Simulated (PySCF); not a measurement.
Coordinates in bohr (charge 0 multiplicity 4):
```
Br    1.5598   -2.7017    0.0000
Br   -3.1197    0.0000    0.0000
Br    1.5598    2.7017    0.0000
```

Computed with UPBE/[Br def2-TZVP], no relativity, density fitting, PySCF.

This geometry of Br3 is a stationary point at this level.

**Question.** What is the point group?

**Answer.** D3h.

**Question.** Is it a minimum?

**Answer.** Yes: all harmonic wavenumbers are real.

**Question.** Give the atomic charges and bond orders.

**Answer.** 
| atom | Mulliken | Löwdin | polar tensor | spin (Mulliken) | Mayer order to Br1 |
| --- | --- | --- | --- | --- | --- |
| Br1 | 0.00 | 0.00 | 0.00 | 1.00 | – |
| Br2,3 | 0.00 | 0.00 | 0.00 | 1.00 | 0.52 |
Other Mayer orders above 0.3: Br–Br 0.52.

**Question.** What is the atomisation energy, with and without zero-point energy?

**Answer.** 211 kJ/mol without, 208 kJ/mol with.

This need not be the most stable arrangement of these atoms.
